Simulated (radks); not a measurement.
The numbers below are computed, except where a source is named.
Coulomb parameter of the 4f shell of the cerium ion Ce2+ in the model configuration [Xe] 4f1 5d1, as a second difference U = [E(n + 0.25) + E(n - 0.25) - 2 E(n)] / (0.25)^2 with all orbitals relaxed. "Bare": the charge of the atom changes with n. "Screened": the 5d shell takes up the change at fixed total charge, which measures U(4f,4f) + U(5d,5d) - 2 U(4f,5d). Level of theory: scalar-relativistic Kohn-Sham, LDA (Slater exchange, Perdew-Wang correlation), spin-unpolarised, spherical densities, point nucleus (a radial shooting solver on a logarithmic mesh with Libxc functionals).

| case | configuration | E - E(n) (eV) |
|---|---|---|
| start | [Xe] 4f1 5d1 | 0.000 |
| bare +0.25 | [Xe] 4f1.25 5d1 | -4.159 |
| bare -0.25 | [Xe] 4f0.75 5d1 | 5.140 |
| screened +0.25 | [Xe] 4f1.25 5d0.75 | -0.750 |
| screened -0.25 | [Xe] 4f0.75 5d1.25 | 1.025 |

U(bare) = 15.698 eV, U(screened by 5d) = 4.400 eV, against the Slater integral F0(4f,4f) = 23.452 eV with frozen orbitals.
